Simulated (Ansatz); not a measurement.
Ti (SMILES [Ti]), triplet.

Ansatz (a first-principles code) was given this input:
Ansatz 0.2 input:
```yaml
crystal:
  periodic: [false, false, false]
  atoms:
    - {symbol: Ti, position_ang: [0.00000000, 0.00000000, 0.00000000]}
basis:
  gaussian:
    orbitals: cc-pVTZ
hamiltonian:
  xc: b3lyp5
magnetization: {spin_polarized: true, initial_magnetization: 2}
accuracy: high
```

Task: Estimate the <S^2> that B3LYP5/cc-pVTZ (Ansatz) returns for this input.

Result: 2.002

Task: What is the computed total energy (B3LYP5/cc-pVTZ)?

Result: -849.2994 Eh

Task: Estimate the number of basis functions that B3LYP5/cc-pVTZ returns for this input.

Result: 68

Task: Roughly what does it cost on one core?

Result: very roughly 13 core-seconds.
